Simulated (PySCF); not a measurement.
Exercise with solution: dipole moment from atomic charges

GeF2ClBr, SMILES [Br][Ge]([F])([Cl])[F]. Atoms are numbered in the order given.

```xyz
5

F      1.2936     0.8038    -1.3716
Ge     0.3101     0.4667     0.0000
F      1.2936     0.8038     1.3716
Cl    -1.3453     1.7950     0.0000
Br    -0.2954    -1.7119     0.0000
```

Coordinates come from a TPSSh-D3(BJ)/def2-SVP optimisation.

Charges (e) from PySCF with M06-2X/def2-TZVP:

```tsv
atom	ESP fit	Mulliken
F1	-0.158	-0.363
Ge2	0.321	1.149
F3	-0.158	-0.363
Cl4	-0.027	-0.222
Br5	0.021	-0.201
```

The dipole moment of the full density is 1.56 D.

**Question.** What dipole moment does each set of point charges give, and which comes closer to that of the density?

**Answer.** 
μ = Σ q r, and 1 e Å = 4.8032 D.
ESP fit: Σ q r = (-0.279, -0.189, 0.000) e Å, |μ| = 1.62 D.
Mulliken: Σ q r = (-0.225, -0.102, 0.000) e Å, |μ| = 1.19 D.
ESP fit comes closer in size. Point charges leave out the atoms' own dipoles (lone pairs, polarised bonds); fits to the potential absorb them, partitions of the density don't.
